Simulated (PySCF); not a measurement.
NbF4, SMILES [F][Nb+]([F])([F])[F], charge +1, multiplicity 1.

Coordinates come from a PBE0-D3(BJ)/def2-SVP optimisation. The multiplicity is an assumed one; other spin states were not compared. The isomer is the one that the SMILES or the coordinates give; other isomers of the formula were not compared. The def2 effective core potentials stand for the cores of Nb; spin–orbit coupling is left out.

Two levels are set side by side: TDDFT-PBE/def2-SVPD (PySCF) and TDDFT-PBE0/def2-SVPD (PySCF). Vertical, same geometry. The lowest singlet is HOMO→LUMO 61 %, HOMO−3→LUMO+1 21 %, HOMO→LUMO+1 13 % with PBE and HOMO−2→LUMO 50 %, HOMO−5→LUMO+1 39 % with the other functional; states are paired by order. Differences are taken from unrounded values.

```
quantity                              TDDFT-PBE0  TDDFT-PBE  TDDFT-PBE minus TDDFT-PBE0
------------------------------------  ----------  ---------  --------------------------
lowest singlet excitation (eV)              7.64       6.91                       -0.73
lowest triplet excitation (TDA) (eV)        7.23       6.57                       -0.66
```

A lower first singlet is the usual sign of a functional without exact exchange. Differences between two approximate levels are no errors against the true value.

Rough cost on one machine, each run with all the roots and properties that it gave: TDDFT-PBE0 against TDDFT-PBE about 3 times.
